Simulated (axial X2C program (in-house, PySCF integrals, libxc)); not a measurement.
# Which molecule has these constants?

Computed with an axial X2C code built on PySCF integrals, spin-free (one-electron X2C) or two-component (2c: spin–orbit coupling with atomic mean-field Coulomb and Gaunt terms, which also bring small scalar terms), in Dyall basis sets with cores contracted in-house; open shells are unrestricted.

A two-component PBE0 calculation in a Dyall 3-zeta basis gave Re = 1.583 Å, ωe = 984.3 cm⁻¹, dipole magnitude 2.24 D, Ω = 0.

Question: Which molecule is it?
A. PdC
B. NiC
C. PtC

Answer: B. The others have PtC 1.663 Å and 1093.6 cm⁻¹ (Ω = 0); PdC 1.745 Å and 764.2 cm⁻¹ (Ω = 2).

Each entry is the lowest single determinant of a limited PBE0 search at one distance. De goes to single-determinant-based atoms at the same level (for ions the charge split of lowest energy) and is withheld (n/a) where an atom does not fit its ground term or J level. Main or longest-lived isotopes. One determinant is a doubtful description, or other states lie close, for NiC, PdC; these need not be ground states, and all values refer to the states named. Some open-shell Ω = 0 determinants are out of reach, so the Ω given for PdC need not be the lowest component. With several unpaired electrons the Ω given is that of one determinant, not necessarily of the lowest component. Some light 2c atoms are not at their ground J level, so De misses part of their lowering (0.04 eV or less). The functionals have no current term, which raises determinants with orbital currents.
